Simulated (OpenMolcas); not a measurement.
# Te IV: effect of the basis set

```
Program             : OpenMolcas
Method              : SS-RASPT2, IPEA 0.25 Eh, imaginary shift 0.1 Eh (closed shells correlated: 4d 5s)
Active space        : 1 electron in 9 orbitals (RAS2 5p; RAS3 5d 6s, at most 1 electron)
State averaging     : 2S+1 = 2 odd, 3 roots; 2S+1 = 2 even, 6 roots
Spin-orbit coupling : RASSI with atomic mean-field integrals over the reference wave functions, term energies averaged over their components
```

A. ANO-RCC-VQZP [8s7p5d3f2g], DKH2, point nucleus; CASPT2 step of the order of 5 core-seconds
B. ANO-R3 [8s7p5d4f3g2h], X2C, finite nucleus; CASPT2 step of the order of 8 core-seconds
C. ANO-RCC [10s9p8d5f3g], DKH2, point nucleus; CASPT2 step of the order of 10 core-seconds

Energies in cm-1 above 5s2 5p 2P* 1/2, the measured ground level; measured values from Moore, Atomic Energy Levels, vol. III, NSRDS-NBS 35 (1971 reprint of NBS Circular 467, 1958).

```json
{"Level": "5s2 5p 2P* 1/2", "A": "0.0", "B": "0.0", "C": "0.0", "Measured": "0.0"}
{"Level": "5s2 5p 2P* 3/2", "A": "8062", "B": "8149", "C": "8240", "Measured": "9223"}
{"Level": "5s2 5d 2D 3/2", "A": "118455", "B": "120215", "C": "118594", "Measured": "127445"}
{"Level": "5s2 5d 2D 5/2", "A": "119341", "B": "121249", "C": "119355", "Measured": "128216"}
{"Level": "5s2 6s 2S 1/2", "A": "137661", "B": "135181", "C": "133174", "Measured": "133456"}
```

Deviations, from unrounded energies. A percentage is the sum of absolute deviations over the sum of measured energies, with the sign that they share, or ± where signs differ.

```json
{"Against measurement": "mean absolute deviation (cm-1)", "Levels": "4", "A": "5800", "B": "4200", "C": "4700"}
{"Against measurement": "fine structure of the ground term (%)", "Levels": "1", "A": "-12.6", "B": "-11.6", "C": "-10.7"}
{"Against measurement": "other configurations (%)", "Levels": "3", "A": "±5.7", "B": "±4.1", "C": "-4.6"}
```

B lies closest to measurement on these levels and A furthest from it. The largest miss of B in the table is 5s2 5d 2D 3/2, by -7200 cm-1. The ranking rests on the paired levels alone, and a cruder setting can come out closer through cancelling errors.

Among A to C the level of the table that moves most is 5s2 6s 2S 1/2, by 4500 cm-1 (lowest in C, highest in A).

ANO sets are built for valence states and can reach diffuse excited orbitals poorly, and with the s shell closed the s pⁿ⁺¹ terms that mix with these levels are absent. With one active electron, CASPT2 adds the correlation within the correlated inactive shells and between them and that electron, and leaves the splitting within a term as the reference gives it. Computed and measured levels are paired by configuration, term and J; levels that our copy of the source lacks, or whose pairing is in doubt (as where it misses far off the trend of its configuration), stay unpaired and out of the deviations. Only configurations of the active space appear.

* marks odd parity.
